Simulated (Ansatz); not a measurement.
Nb₃Si₃, relaxed as a doublet with UKS PBE-D4/def2-SVP in Ansatz, starting from the GFN2-xTB geometry. Force threshold 0.02 eV/Å.

In the def2 sets Nb takes a core potential; there is no spin–orbit coupling. The relaxation made no stability test and no search for a lower SCF solution. No other spin state of charge 0 was run. Another isomer (doublet) lies 0.04 eV lower at PBE-D4/def2-TZVP; other spin states weren't run for this one.

Start:

Cartesian coordinates in Å:
```
Nb 1.596 -0.826 -1.394
Nb -0.564 -0.402 -2.757
Nb -0.083 0.129 0.467
Si 0.152 -1.033 2.687
Si -2.160 0.480 -1.111
Si 1.060 1.652 2.108
```

```csv
step,energy (eV),largest force component (eV/Å),SCF passes
1,-28260.0127,2.882,123
2,-28261.3447,1.440,52
3,-28262.0587,0.986,66
4,-28262.1129,3.340,52
5,-28262.7993,1.379,44
6,-28263.2088,1.221,43
7,-28263.5993,0.708,37
8,-28263.8318,0.165,37
9,-28263.8344,0.183,37
10 (rejected),-28263.8339,0.211,34
11,-28263.8371,0.036,34
13,-28263.8374,0.012,35
15,-28263.8382,0.090,39
17,-28263.8615,0.348,52
19,-28263.8860,0.506,42
21,-28264.0144,0.373,52
23,-28264.3928,0.883,68
25,-28265.3170,0.813,44
27,-28265.4982,0.744,42
29,-28265.5528,0.078,40
31,-28265.5540,0.061,40
32,-28265.5546,0.009,39
```

Force components are those of the run's own axes.

End:

Cartesian coordinates in Å:
```
Nb 1.625 0.338 -0.641
Nb -0.086 -0.971 -1.633
Nb -0.432 1.435 0.098
Si -0.082 -1.132 0.827
Si -2.141 -0.244 -0.560
Si 1.116 0.574 1.909
```

Bonds formed: Nb1–Si4, Nb1–Si6, Nb2–Si4, Si4–Si5, Si4–Si6 (atoms count from 1).

The force fell under the threshold at step 13, but the optimiser went on and released 1.717 eV more. No frequencies were taken in this run, so the end may be a saddle point.

Hardware: 4 threads of Arm Neoverse V2 on a shared host. Wall time 2.6 min.
